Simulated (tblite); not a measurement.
A geometry optimisation, step by step.

Compound: C4H7GeNS.
Bonds: Ge1–C2, C2–C3, C3–C4 (aromatic), C4–C5 (aromatic), C5–N6 (aromatic), N6–S7 (aromatic), C3–S7 (aromatic). Hydrogens: H8, H9, H10 on Ge1; H11, H12 on C2; H13 on C4; H14 on C5.

Computed with GFN2-xTB (tblite), gas phase: L-BFGS steps from a force-field or distance-geometry start until the largest atomic force falls under 0.01 eV/Å. 10 of its 86 geometries are shown.

Step 0: E = -548.9363 eV, largest atomic force 4.686 eV/Å
```
atom  x, y, z in Å  |  force x, y, z in eV/Å
Ge1    -2.173    0.093    0.453   -0.351   0.393   1.097
C2     -0.940   -0.279   -1.001    1.289  -0.570  -0.418
C3      0.407    0.182   -0.521    0.207   1.979  -1.007
C4      1.327   -0.527    0.148   -2.260  -4.076   0.487
C5      2.474    0.079    0.494    3.652   0.993   1.284
N6      2.674    1.328    0.156   -2.368  -0.224  -0.988
S7      1.217    1.813   -0.695    0.578  -1.333   0.745
H8     -1.486   -0.478    1.744   -0.562   0.214  -0.669
H9     -2.249    1.633    0.680   -0.115  -0.775  -0.150
H10    -3.557   -0.538    0.178    0.501   0.293   0.219
H11    -1.227    0.165   -1.955    0.065   0.180   0.138
H12    -0.867   -1.389   -1.185   -0.061   0.917   0.239
H13     1.120   -1.598    0.432    0.257   1.082  -0.322
H14     3.281   -0.483    1.051   -0.832   0.926  -0.655
```

Step 9: E = -549.6513 eV, largest atomic force 0.277 eV/Å
```
atom  x, y, z in Å  |  force x, y, z in eV/Å
Ge1    -2.140    0.118    0.465   -0.120   0.046   0.191
C2     -0.879   -0.245   -1.008    0.129   0.003   0.030
C3      0.464    0.154   -0.547    0.101  -0.111   0.070
C4      1.320   -0.646    0.168   -0.001   0.020   0.014
C5      2.484    0.065    0.504    0.090  -0.087   0.025
N6      2.536    1.310    0.108    0.016  -0.104   0.038
S7      1.179    1.715   -0.702   -0.126   0.019  -0.090
H8     -1.575   -0.477    1.714   -0.035   0.012  -0.005
H9     -2.297    1.583    0.676   -0.015   0.052   0.011
H10    -3.485   -0.486    0.223   -0.041  -0.004  -0.039
H11    -1.185    0.247   -1.930    0.063   0.036  -0.004
H12    -0.846   -1.321   -1.164   -0.162  -0.112  -0.195
H13     1.097   -1.670    0.429    0.150   0.143  -0.042
H14     3.325   -0.347    1.041   -0.050   0.086  -0.005
```

Step 19: E = -549.6866 eV, largest atomic force 0.091 eV/Å
```
atom  x, y, z in Å  |  force x, y, z in eV/Å
Ge1    -2.155    0.129    0.476   -0.026  -0.013   0.013
C2     -0.881   -0.259   -1.000    0.026   0.005  -0.010
C3      0.477    0.087   -0.535    0.004   0.009  -0.023
C4      1.363   -0.676    0.178   -0.042   0.004   0.002
C5      2.505    0.079    0.503    0.027  -0.068  -0.011
N6      2.520    1.316    0.088   -0.029  -0.058   0.032
S7      1.149    1.667   -0.724   -0.048   0.010  -0.026
H8     -1.623   -0.467    1.736   -0.007  -0.010   0.019
H9     -2.315    1.596    0.688    0.020   0.021  -0.018
H10    -3.500   -0.466    0.206   -0.026   0.002  -0.029
H11    -1.143    0.310   -1.891   -0.029   0.032   0.016
H12    -0.939   -1.320   -1.250    0.033  -0.007   0.028
H13     1.194   -1.707    0.440    0.066   0.062   0.011
H14     3.348   -0.289    1.062    0.031   0.012  -0.003
```

Step 28: E = -549.6893 eV, largest atomic force 0.036 eV/Å
```
atom  x, y, z in Å  |  force x, y, z in eV/Å
Ge1    -2.165    0.126    0.480    0.019  -0.011  -0.028
C2     -0.883   -0.261   -0.991    0.017  -0.015  -0.010
C3      0.478    0.081   -0.534   -0.011   0.019   0.026
C4      1.368   -0.680    0.176    0.000   0.018   0.010
C5      2.509    0.077    0.498    0.025  -0.011  -0.010
N6      2.518    1.316    0.088   -0.012  -0.007  -0.007
S7      1.144    1.664   -0.722   -0.019   0.004   0.001
H8     -1.643   -0.471    1.746   -0.032  -0.002   0.010
H9     -2.303    1.599    0.675    0.001  -0.009   0.005
H10    -3.512   -0.456    0.186    0.005   0.017  -0.001
H11    -1.155    0.320   -1.874    0.007  -0.004   0.005
H12    -0.932   -1.320   -1.251   -0.021  -0.012   0.013
H13     1.217   -1.710    0.448   -0.006   0.026  -0.022
H14     3.358   -0.284    1.051    0.026  -0.013   0.008
```

Step 38: E = -549.6922 eV, largest atomic force 0.050 eV/Å
```
atom  x, y, z in Å  |  force x, y, z in eV/Å
Ge1    -2.179    0.118    0.481    0.019   0.014  -0.039
C2     -0.879   -0.274   -0.972   -0.004   0.005   0.008
C3      0.478    0.083   -0.514   -0.014   0.014   0.024
C4      1.382   -0.677    0.178    0.029   0.001  -0.020
C5      2.528    0.080    0.482    0.009   0.004  -0.012
N6      2.524    1.322    0.079   -0.047   0.017   0.004
S7      1.131    1.672   -0.698    0.004  -0.018  -0.017
H8     -1.727   -0.488    1.768    0.004  -0.012  -0.007
H9     -2.278    1.594    0.663   -0.014   0.031   0.033
H10    -3.533   -0.419    0.145   -0.023  -0.003  -0.009
H11    -1.152    0.310   -1.853   -0.001  -0.032   0.000
H12    -0.923   -1.333   -1.233    0.007   0.020   0.014
H13     1.236   -1.709    0.439    0.010  -0.014   0.006
H14     3.392   -0.280    1.012    0.022  -0.027   0.016
```

Step 47: E = -549.6959 eV, largest atomic force 0.061 eV/Å
```
atom  x, y, z in Å  |  force x, y, z in eV/Å
Ge1    -2.216    0.135    0.472    0.052  -0.016  -0.028
C2     -0.875   -0.290   -0.937    0.009  -0.001   0.001
C3      0.480    0.079   -0.483   -0.005   0.025   0.003
C4      1.416   -0.679    0.169   -0.001  -0.003  -0.015
C5      2.561    0.089    0.452   -0.030   0.000   0.017
N6      2.525    1.338    0.074   -0.018  -0.008  -0.026
S7      1.107    1.678   -0.663    0.020   0.011   0.021
H8     -1.853   -0.521    1.761    0.032  -0.024   0.021
H9     -2.265    1.607    0.701   -0.013   0.021  -0.005
H10    -3.572   -0.349    0.072   -0.020   0.017  -0.028
H11    -1.136    0.262   -1.842   -0.002  -0.019   0.015
H12    -0.907   -1.357   -1.168   -0.037   0.007   0.023
H13     1.292   -1.716    0.422    0.008  -0.028  -0.005
H14     3.443   -0.276    0.949    0.006   0.017   0.006
```

Step 57: E = -549.6975 eV, largest atomic force 0.017 eV/Å
```
atom  x, y, z in Å  |  force x, y, z in eV/Å
Ge1    -2.224    0.143    0.470    0.013   0.010  -0.006
C2     -0.874   -0.297   -0.921   -0.006  -0.006   0.000
C3      0.481    0.077   -0.472   -0.005   0.005  -0.007
C4      1.429   -0.681    0.163   -0.001  -0.001  -0.007
C5      2.570    0.093    0.442   -0.007   0.002   0.000
N6      2.523    1.344    0.073   -0.011   0.006   0.005
S7      1.096    1.682   -0.643    0.001   0.006   0.001
H8     -1.887   -0.544    1.752   -0.002   0.004   0.003
H9     -2.266    1.614    0.717    0.014   0.001   0.003
H10    -3.582   -0.305    0.029   -0.002  -0.003   0.000
H11    -1.132    0.233   -1.839    0.001  -0.003   0.004
H12    -0.914   -1.369   -1.125    0.000  -0.008  -0.001
H13     1.317   -1.722    0.405    0.003  -0.012  -0.002
H14     3.462   -0.266    0.927    0.001  -0.001   0.006
```

Step 66: E = -549.6984 eV, largest atomic force 0.029 eV/Å
```
atom  x, y, z in Å  |  force x, y, z in eV/Å
Ge1    -2.219    0.152    0.470    0.015  -0.005  -0.006
C2     -0.874   -0.311   -0.919   -0.024  -0.003   0.004
C3      0.481    0.070   -0.476   -0.016  -0.003   0.000
C4      1.435   -0.686    0.151    0.005   0.010  -0.024
C5      2.566    0.099    0.442   -0.011   0.005   0.018
N6      2.504    1.355    0.090   -0.005  -0.005  -0.004
S7      1.075    1.685   -0.626    0.009  -0.023   0.015
H8     -1.906   -0.544    1.755    0.004   0.002  -0.008
H9     -2.226    1.623    0.723   -0.004  -0.010  -0.008
H10    -3.576   -0.278    0.013   -0.014   0.018   0.016
H11    -1.138    0.208   -1.841    0.013  -0.009   0.003
H12    -0.917   -1.386   -1.108    0.011   0.008  -0.005
H13     1.335   -1.732    0.377    0.006   0.015  -0.001
H14     3.459   -0.255    0.928    0.012   0.001   0.001
```

Step 76: E = -549.6996 eV, largest atomic force 0.017 eV/Å
```
atom  x, y, z in Å  |  force x, y, z in eV/Å
Ge1    -2.215    0.160    0.466    0.001   0.015  -0.003
C2     -0.875   -0.337   -0.917   -0.006   0.003  -0.001
C3      0.476    0.058   -0.475   -0.004  -0.004   0.001
C4      1.448   -0.692    0.132    0.002   0.003   0.001
C5      2.562    0.109    0.442   -0.002   0.003   0.011
N6      2.475    1.371    0.119   -0.001  -0.002  -0.009
S7      1.040    1.688   -0.590   -0.013  -0.005   0.009
H8     -1.931   -0.547    1.750    0.007  -0.004  -0.005
H9     -2.174    1.630    0.721    0.009  -0.001  -0.005
H10    -3.592   -0.208    0.012   -0.006  -0.012  -0.001
H11    -1.137    0.165   -1.850    0.005   0.002   0.000
H12    -0.911   -1.414   -1.089   -0.002   0.005   0.005
H13     1.372   -1.745    0.334   -0.001   0.002   0.001
H14     3.462   -0.236    0.922    0.011  -0.006  -0.003
```

Step 85: E = -549.6998 eV, largest atomic force 0.008 eV/Å
```
atom  x, y, z in Å  |  force x, y, z in eV/Å
Ge1    -2.213    0.163    0.463    0.003   0.007  -0.001
C2     -0.877   -0.338   -0.919    0.001  -0.001  -0.001
C3      0.473    0.056   -0.473    0.000  -0.001  -0.002
C4      1.446   -0.693    0.132    0.000   0.000  -0.002
C5      2.559    0.110    0.445   -0.001   0.000   0.000
N6      2.469    1.372    0.125    0.000  -0.001   0.004
S7      1.032    1.688   -0.582   -0.003  -0.002   0.003
H8     -1.919   -0.546    1.744    0.002   0.003   0.005
H9     -2.163    1.633    0.714   -0.005  -0.004   0.000
H10    -3.594   -0.208    0.021    0.000  -0.001  -0.003
H11    -1.134    0.163   -1.854    0.000  -0.002   0.001
H12    -0.914   -1.416   -1.089    0.001   0.001  -0.001
H13     1.373   -1.747    0.331    0.001   0.003   0.001
H14     3.461   -0.235    0.922    0.001  -0.002  -0.004
```

Q: Summarise the path.

A: The energy falls by 0.7635 eV from step 0 to step 85; nine tenths of that is first reached at step 7. It falls at every step. The largest force goes from 4.686 to 0.008 eV/Å. Among the bonds N6–S7 changes most, from 1.755 to 1.632 Å; the atoms move by 0.235 Å rms after alignment.

Q: Follow the three bonds and two angles with the largest change from start to end.

A: 
```tsv
step	E above end (eV)	largest force (eV/Å)	N6–S7 (Å)	C3–S7 (Å)	Ge1–H8 (Å)	C3–C4–C5 (°)	C2–C3–S7 (°)
0	0.7635	4.686	1.755	1.829	1.570	118.5	129.8
4	0.1484	0.656	1.622	1.733	1.496	112.8	131.1
7	0.0647	0.282	1.640	1.723	1.487	110.5	127.1
11	0.0376	0.254	1.632	1.724	1.496	110.4	125.6
15	0.0206	0.137	1.635	1.724	1.496	110.5	123.7
18	0.0144	0.123	1.630	1.727	1.494	110.3	122.8
22	0.0118	0.042	1.633	1.727	1.493	110.4	122.3
26	0.0110	0.049	1.631	1.727	1.494	110.4	122.4
30	0.0099	0.049	1.633	1.726	1.493	110.3	122.2
33	0.0090	0.046	1.632	1.726	1.494	110.4	122.4
37	0.0080	0.047	1.632	1.728	1.492	110.4	122.5
41	0.0065	0.057	1.632	1.727	1.496	110.3	122.3
44	0.0054	0.052	1.631	1.727	1.495	110.4	122.3
48	0.0035	0.051	1.633	1.727	1.491	110.4	122.2
52	0.0027	0.047	1.631	1.728	1.494	110.4	122.3
55	0.0023	0.017	1.632	1.728	1.493	110.4	122.2
59	0.0022	0.026	1.632	1.727	1.493	110.4	122.1
63	0.0018	0.025	1.632	1.728	1.493	110.4	122.2
67	0.0013	0.028	1.632	1.728	1.494	110.3	122.1
70	0.0010	0.027	1.632	1.727	1.494	110.4	122.1
74	0.0004	0.032	1.633	1.728	1.493	110.4	122.1
78	0.0002	0.016	1.632	1.728	1.494	110.4	122.0
81	0.0001	0.011	1.632	1.728	1.494	110.4	122.0
85	0.0000	0.008	1.632	1.728	1.493	110.4	121.9
```

What follows is the cost of the whole relaxation. The run took 1.6 s on one thread of an Intel Xeon at 2.50 GHz, shared host.
